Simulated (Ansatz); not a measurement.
Born–Oppenheimer molecular dynamics of Cl$_{3}$FH$_{4}$Si$_{2}$ (10 atoms, charge 0, multiplicity 1). It starts at the highest image of a converged band. Of that band: Neighbouring images differ by up to 3.0 eV, so the band resolves the path poorly. A vibrational analysis at the climbing image gives one clearly imaginary mode, 1129i cm⁻¹: a first-order saddle point.

The calculation used RKS B3LYP/6-31G* in Ansatz.

- ensemble: NVE (velocity Verlet)
- time step: 0.5 fs
- steps asked: 200
- starting velocities drawn for: 100 K
- seed: 8658

First frame:

```xyz
10
Properties=species:S:1:pos:R:3
Si 0.207 -0.339 0.011
Si -0.103 -0.029 2.623
H -1.576 0.017 2.710
H 0.431 -0.979 3.644
H 0.556 1.284 2.780
Cl 1.957 0.309 -0.871
Cl -0.910 1.478 -0.009
Cl -1.051 -1.522 -1.123
F 1.090 -1.902 0.641
H 0.647 -1.238 1.511
```

Problem. What does the run give?

Solution. All steps were run.

```json
{
  "steps done": "200",
  "time covered": "100 fs",
  "mean temperature over the second half": "2125 K",
  "spread of the potential energy over the second half": "26.2 meV per atom",
  "mean potential energy of the second half above the start": "-209.4 meV per atom"
}
```

The conserved energy stayed within 0.13 meV per atom of its start (net change -0.062 meV per atom), so the integration is sound. The kinetic energy rose, since the run started high on the potential surface and went downhill. It ends in pieces (Cl3FSi + H4Si), so much of that is their flight and rotation, not heat. A run of 0.1 ps of so small a system gives no equilibrium averages. The orbitals stay closed-shell, which can raise the energy where a bond breaks towards radicals; this wasn't checked here.

Problem. What happens to the structure?

Solution. Between its relaxed ends the band would form Si1–F9, Si2–H10 and break Si1–Si2, F9–H10. These pairs go: Si1–F9 1.90 → 1.67 Å, Si2–H10 1.81 → 1.58 Å, Si1–Si2 2.65 → 5.00 Å, F9–H10 1.18 → 4.55 Å. In the last frame they stand as after the step (other bonds may differ from the relaxed reactants and products). It ends as Cl3FSi + H4Si. Pairs count as bonded within 1.25 times the sum of covalent radii (0.12 Å more for H–H). This is one draw of velocities; another would differ in detail.

Problem. How do temperature and energy run in time?

Solution. 
```json
{"time (fs)": "0", "T (K)": "100", "potential energy less start (eV)": "0.000", "conserved less start (meV/atom)": "0.00"}
{"time (fs)": "5", "T (K)": "83", "potential energy less start (eV)": "0.017", "conserved less start (meV/atom)": "0.01"}
{"time (fs)": "10", "T (K)": "85", "potential energy less start (eV)": "0.016", "conserved less start (meV/atom)": "0.02"}
{"time (fs)": "15", "T (K)": "259", "potential energy less start (eV)": "-0.165", "conserved less start (meV/atom)": "0.01"}
{"time (fs)": "20", "T (K)": "543", "potential energy less start (eV)": "-0.458", "conserved less start (meV/atom)": "0.03"}
{"time (fs)": "25", "T (K)": "872", "potential energy less start (eV)": "-0.798", "conserved less start (meV/atom)": "0.04"}
{"time (fs)": "30", "T (K)": "1135", "potential energy less start (eV)": "-1.071", "conserved less start (meV/atom)": "-0.05"}
{"time (fs)": "35", "T (K)": "1026", "potential energy less start (eV)": "-0.958", "conserved less start (meV/atom)": "0.01"}
{"time (fs)": "40", "T (K)": "1434", "potential energy less start (eV)": "-1.379", "conserved less start (meV/atom)": "-0.03"}
{"time (fs)": "45", "T (K)": "1764", "potential energy less start (eV)": "-1.721", "conserved less start (meV/atom)": "-0.04"}
{"time (fs)": "50", "T (K)": "1627", "potential energy less start (eV)": "-1.580", "conserved less start (meV/atom)": "-0.04"}
{"time (fs)": "55", "T (K)": "1609", "potential energy less start (eV)": "-1.560", "conserved less start (meV/atom)": "0.02"}
{"time (fs)": "60", "T (K)": "2095", "potential energy less start (eV)": "-2.064", "conserved less start (meV/atom)": "-0.02"}
{"time (fs)": "65", "T (K)": "2296", "potential energy less start (eV)": "-2.271", "conserved less start (meV/atom)": "-0.05"}
{"time (fs)": "70", "T (K)": "2181", "potential energy less start (eV)": "-2.152", "conserved less start (meV/atom)": "-0.03"}
{"time (fs)": "75", "T (K)": "2149", "potential energy less start (eV)": "-2.119", "conserved less start (meV/atom)": "0.04"}
{"time (fs)": "80", "T (K)": "2448", "potential energy less start (eV)": "-2.429", "conserved less start (meV/atom)": "-0.09"}
{"time (fs)": "85", "T (K)": "2284", "potential energy less start (eV)": "-2.258", "conserved less start (meV/atom)": "-0.04"}
{"time (fs)": "90", "T (K)": "1985", "potential energy less start (eV)": "-1.948", "conserved less start (meV/atom)": "0.07"}
{"time (fs)": "95", "T (K)": "2188", "potential energy less start (eV)": "-2.160", "conserved less start (meV/atom)": "-0.03"}
{"time (fs)": "100", "T (K)": "2478", "potential energy less start (eV)": "-2.459", "conserved less start (meV/atom)": "-0.06"}
```

Time of the run: 9.7 min on 4 threads of Arm Neoverse V1, with other jobs on the host, peak memory 0.34 GiB.
